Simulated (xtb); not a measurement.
Job for xtb: GFN2-xTB on H2O2S (a complex), monomers drawn apart or pushed together.

```
$ xtb mol.xyz --gfn 2 --sp --chrg 0 --uhf 0
5

O      1.09761530     0.96675209     0.72807596
S      0.47023651     0.35730536    -0.41449356
O     -0.91787710    -0.00945617    -0.32984835
H     -0.90086476    -1.31120742     5.54869708
H     -0.70487494    -0.85174574     4.99706981
```

The log:

```
[...]
           -------------------------------------------------
          |                Calculation Setup                |
           -------------------------------------------------



molecular fragmentation (1/2 indicates fragments):
11122
# atoms in fragment 1/2:     3     2
 fragment masses (1/2) :       64.06        2.02
CMA distance (Bohr)    :  10.752
constraining FC (au)   :  0.0500

           -------------------------------------------------
          |                 G F N 2 - x T B                 |
           -------------------------------------------------

        Reference                      10.1021/acs.jctc.8b01176
      * Hamiltonian:
        H0-scaling (s, p, d)           1.850000    2.230000    2.230000
        zeta-weighting                 0.500000
      * Dispersion:
        s8                             2.700000
        a1                             0.520000
        a2                             5.000000
        s9                             5.000000
      * Repulsion:
        kExp                           1.500000    1.000000
        rExp                           1.000000
      * Coulomb:
        alpha                          2.000000
        third order                    shell-resolved
        anisotropic                    true
        a3                             3.000000
        a5                             4.000000
        cn-shift                       1.200000
        cn-exp                         4.000000
        max-rad                        5.000000


          ...................................................
          :                      SETUP                      :
          :.................................................:
          :  # basis functions                  20          :
          :  # atomic orbitals                  19          :
          :  # shells                            9          :
          :  # electrons                        20          :
          :  max. iterations                   250          :
          :  Hamiltonian                  GFN2-xTB          :
          :  restarted?                      false          :
          :  GBSA solvation                  false          :
          :  PC potential                    false          :
          :  electronic temp.          300.0000000     K    :
          :  accuracy                    1.0000000          :
          :  -> integral cutoff          0.2500000E+02      :
          :  -> integral neglect         0.1000000E-07      :
          :  -> SCF convergence          0.1000000E-05 Eh   :
          :  -> wf. convergence          0.1000000E-03 e    :
          :  Broyden damping             0.4000000          :
          :  net charge                          0          :
          :  unpaired electrons                  0          :
          ...................................................

 iter      E             dE          RMSdq      gap      omega  full diag
   1    -12.4129651 -0.124130E+02  0.101E+01    4.05       0.0  T
   2    -12.4309011 -0.179361E-01  0.452E+00    3.52       1.0  T
   3    -12.4321671 -0.126591E-02  0.121E+00    3.38       1.0  T
   4    -12.4324013 -0.234252E-03  0.372E-01    3.44       1.0  T
   5    -12.4324198 -0.185282E-04  0.118E-01    3.46       1.0  T
   6    -12.4324212 -0.132705E-05  0.355E-02    3.47       1.3  T
   7    -12.4324215 -0.382146E-06  0.109E-02    3.47       4.1  T
   8    -12.4324216 -0.591820E-07  0.895E-04    3.47      49.9  T
   9    -12.4324216 -0.682174E-10  0.346E-04    3.47     129.4  T

   *** convergence criteria satisfied after 9 iterations ***

         #    Occupation            Energy/Eh            Energy/eV
      -------------------------------------------------------------
         1        2.0000           -0.8135241             -22.1371
       ...           ...                  ...                  ...
         4        2.0000           -0.5541458             -15.0791
         5        2.0000           -0.5529306             -15.0460
         6        2.0000           -0.5504319             -14.9780
         7        2.0000           -0.4851201             -13.2008
         8        2.0000           -0.4686322             -12.7521
         9        2.0000           -0.4635564             -12.6140
        10        2.0000           -0.4460797             -12.1384 (HOMO)
        11                         -0.3186089              -8.6698 (LUMO)
        12                         -0.1703987              -4.6368
        13                         -0.0922841              -2.5112
        14                         -0.0044271              -0.1205
        15                          0.0965089               2.6261
       ...                                ...                  ...
        19                          1.1483189              31.2473
      -------------------------------------------------------------
                  HL-Gap            0.1274708 Eh            3.4687 eV
             Fermi-level           -0.3823443 Eh          -10.4041 eV

 SCC (total)                   0 d,  0 h,  0 min,  0.005 sec
 SCC setup                      ...        0 min,  0.000 sec (  3.131%)
 Dispersion                     ...        0 min,  0.000 sec (  1.259%)
 classical contributions        ...        0 min,  0.000 sec (  0.642%)
 integral evaluation            ...        0 min,  0.001 sec ( 19.136%)
 iterations                     ...        0 min,  0.002 sec ( 46.824%)
 molecular gradient             ...        0 min,  0.001 sec ( 24.248%)
 printout                       ...        0 min,  0.000 sec (  4.336%)

         :::::::::::::::::::::::::::::::::::::::::::::::::::::
         ::                     SUMMARY                     ::
         :::::::::::::::::::::::::::::::::::::::::::::::::::::
         :: total energy             -12.349349758467 Eh    ::
         :: gradient norm              0.028856488855 Eh/a0 ::
         :: HOMO-LUMO gap              3.468656805390 eV    ::
         ::.................................................::
         :: SCC energy               -12.432419602978 Eh    ::
         :: -> isotropic ES            0.050303257704 Eh    ::
         :: -> anisotropic ES          0.012777337010 Eh    ::
         :: -> anisotropic XC          0.010389385634 Eh    ::
         :: -> dispersion             -0.001331312184 Eh    ::
         :: repulsion energy           0.083069844510 Eh    ::
         :: add. restraining           0.000000000000 Eh    ::
         :: total charge               0.000000000000 e     ::
         :::::::::::::::::::::::::::::::::::::::::::::::::::::

           -------------------------------------------------
          |                Property Printout                |
           -------------------------------------------------

    * Orbital Energies and Occupations

         #    Occupation            Energy/Eh            Energy/eV
      -------------------------------------------------------------
         1        2.0000           -0.8135241             -22.1371
         2        2.0000           -0.7016575             -19.0931
         3        2.0000           -0.6529214             -17.7669
         4        2.0000           -0.5541458             -15.0791
         5        2.0000           -0.5529306             -15.0460
         6        2.0000           -0.5504319             -14.9780
         7        2.0000           -0.4851201             -13.2008
         8        2.0000           -0.4686322             -12.7521
         9        2.0000           -0.4635564             -12.6140
        10        2.0000           -0.4460797             -12.1384 (HOMO)
        11                         -0.3186089              -8.6698 (LUMO)
        12                         -0.1703987              -4.6368
Note: The following floating-point exceptions are signalling: IEEE_UNDERFLOW_FLAG IEEE_DENORMAL
normal termination of xtb
        13                         -0.0922841              -2.5112
        14                         -0.0044271              -0.1205
        15                          0.0965089               2.6261
        16                          0.0997039               2.7131
        17                          0.1858851               5.0582
        18                          0.6912253              18.8092
        19                          1.1483189              31.2473
      -------------------------------------------------------------
                  HL-Gap            0.1274708 Eh            3.4687 eV
             Fermi-level           -0.3823443 Eh          -10.4041 eV

     #   Z          covCN         q      C6AA      α(0)
     1   8 O        0.860    -0.477    23.280     6.469
     2  16 S        1.719     0.954   107.959    17.490
     3   8 O        0.860    -0.477    23.271     6.468
     4   1 H        0.895    -0.003     3.124     2.766
     5   1 H        0.895     0.003     3.009     2.714

 Mol. C6AA /au·bohr⁶  :        547.153728
 Mol. C8AA /au·bohr⁸  :      16247.179661
 Mol. α(0) /au        :         35.906305


Wiberg/Mayer (AO) data.
largest (>0.10) Wiberg bond orders for each atom

 ---------------------------------------------------------------------------
     #   Z sym  total        # sym  WBO       # sym  WBO       # sym  WBO
 ---------------------------------------------------------------------------
     1   8 O    2.140 --     2 S    1.940     3 O    0.200
     2  16 S    3.880 --     3 O    1.940     1 O    1.940
     3   8 O    2.141 --     2 S    1.940     1 O    0.200
     4   1 H    1.000 --     5 H    1.000
     5   1 H    1.000 --     4 H    1.000
 ---------------------------------------------------------------------------

Topologies differ in total number of bonds
Writing topology from bond orders to xtbtopo.mol

molecular dipole:
                 x           y           z       tot (Debye)
 q only:        0.686      -0.216      -1.110
   full:        0.622      -0.197      -1.010       3.055
molecular quadrupole (traceless):
                xx          xy          yy          xz          yz          zz
 q only:       -1.866      -1.885       0.485      -3.784      -2.509       1.381
  q+dip:       -2.796      -2.281       1.109      -4.304      -3.312       1.686
   full:       -2.948      -2.691       1.731      -4.010      -3.400       1.217


           -------------------------------------------------
          | TOTAL ENERGY              -12.349349758467 Eh   |
          | GRADIENT NORM               0.028856488855 Eh/α |
          | HOMO-LUMO GAP               3.468656805390 eV   |
           -------------------------------------------------

------------------------------------------------------------------------
------------------------------------------------------------------------
 total:
 SCF:
```

The run finished.

Cost: about 0.06 core-seconds (a rough figure).
